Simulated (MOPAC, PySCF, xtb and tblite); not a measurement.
Torsional profile of C8H8O2, SMILES Cc1cccc(C(=O)O)c1. Scanned: dihedral C5–C6–C7–O8; all other coordinates were relaxed at GFN2-xTB. Points at φ and −φ are mirror images. Heavy atoms are numbered in the order of the SMILES Cc1cccc(C(=O)O)c1, hydrogens after them in the order of the atoms that carry them; the mirror image has the same energies with the sign of each dihedral reversed.

- PM6, restricted, heats of formation // GFN2-xTB (MOPAC)
- RKS-B3LYP/6-31G* = restricted B3LYP/6-31G*, spherical d, density fitting // GFN2-xTB run with PySCF
- GFN2-xTB (xtb and tblite)

Energies in eV, each method relative to its own lowest point.

| φ / ° | PM6 | RKS-B3LYP/6-31G* | GFN2-xTB |
|---|---|---|---|
| -165 | 0.005 | 0.017 | 0.007 |
| -150 | 0.018 | 0.065 | 0.031 |
| -135 | 0.039 | 0.140 | 0.070 |
| -120 | 0.060 | 0.230 | 0.118 |
| -105 | 0.073 | 0.313 | 0.159 |
| -90 | 0.077 | 0.350 | 0.176 |
| -75 | 0.074 | 0.320 | 0.162 |
| -60 | 0.059 | 0.244 | 0.123 |
| -45 | 0.039 | 0.153 | 0.076 |
| -30 | 0.019 | 0.074 | 0.036 |
| -15 | 0.005 | 0.022 | 0.011 |
| 0 | 0.000 | 0.004 | 0.003 |
| 15 | 0.005 | 0.022 | 0.011 |
| 30 | 0.019 | 0.074 | 0.036 |
| 45 | 0.039 | 0.153 | 0.076 |
| 60 | 0.059 | 0.244 | 0.123 |
| 75 | 0.074 | 0.320 | 0.162 |
| 90 | 0.077 | 0.350 | 0.176 |
| 105 | 0.073 | 0.313 | 0.159 |
| 120 | 0.060 | 0.230 | 0.118 |
| 135 | 0.039 | 0.140 | 0.070 |
| 150 | 0.018 | 0.065 | 0.031 |
| 165 | 0.005 | 0.017 | 0.007 |
| 180 | 0.000 | 0.000 | 0.000 |
